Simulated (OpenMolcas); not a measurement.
Levels of Sn by method

```
Program             : OpenMolcas 26.06
Basis               : ANO-R1 [6s5p3d1f]
Scalar Hamiltonian  : X2C, finite nucleus
Active space        : 4 electrons in 4 orbitals (5s 5p)
State averaging     : 2S+1 = 3 even, 3 roots; 2S+1 = 1 even, 6 roots; 2S+1 = 5 odd, 1 root; 2S+1 = 3 odd, 5 roots
Spin-orbit coupling : RASSI with atomic mean-field integrals over the reference wave functions, term energies averaged over their components
```

Methods on the same reference wave functions:
A. CASSCF
B. SS-CASPT2, IPEA 0.25 Eh, imaginary shift 0.1 Eh (closed shells correlated: 4d)

Energies in cm⁻¹ above 5s² 5p² ³P₀, the measured ground level; measured values from NIST Handbook of Basic Atomic Spectroscopic Data.

| Level | A | B | Measured |
| --- | --- | --- | --- |
| 5s² 5p² ³P₀ | 0.0 | 0.0 | 0.0 |
| 5s² 5p² ³P₁ | 1401 | 1354 | 1692 |
| 5s² 5p² ³P₂ | 3084 | 3010 | 3428 |
| 5s² 5p² ¹D₂ | 10580 | 9840 | 8613 |
| 5s² 5p² ¹S₀ | 17898 | 19960 | 17162 |
| 5s 5p³ ⁵S°₂ | 27850 | 35010 | 39626 |

Deviations, from unrounded energies. A percentage is the sum of absolute deviations over the sum of measured energies, with the sign that they share, or ± where signs differ.

| Against measurement | Levels | A | B |
| --- | --- | --- | --- |
| mean absolute deviation (cm-1) | 5 | 3000 | 1900 |
| fine structure of the ground term (%) | 2 | -12.4 | -14.7 |
| other terms of the ground configuration (%) | 2 | +10.5 | +15.6 |
| other configurations (%) | 1 | -29.7 | -11.7 |

B lies closest to measurement on these levels. The largest miss of B in the table is 5s 5p³ ⁵S°₂, by -4600 cm-1. The ranking rests on the paired levels alone, and a cruder setting can come out closer through cancelling errors.

From A to B the spin-free energies of the other terms of 5s² 5p² shown, above ³P, scale by factors of 0.91 to 1.14.

The lowest spin-free term lies below A's lowest term by 0.366 hartree in B.

Terms of s pⁿ other than that of highest spin mix with s² pⁿ⁻² d, which this space lacks; all of them can be thousands of cm-1 off, and some have no real level of that name. Some terms miss by over 15 % even with CASPT2, which points to a basis or an active space too small for the shells correlated (holds for B). Computed and measured levels are paired by configuration, term and J; levels that our copy of the source lacks, or whose pairing is in doubt (as where it misses far off the trend of its configuration), stay unpaired and out of the deviations. Levels of configurations outside the active space are missing. The table leaves out levels that lie high or whose names do not pair safely across all columns.

° marks odd parity.
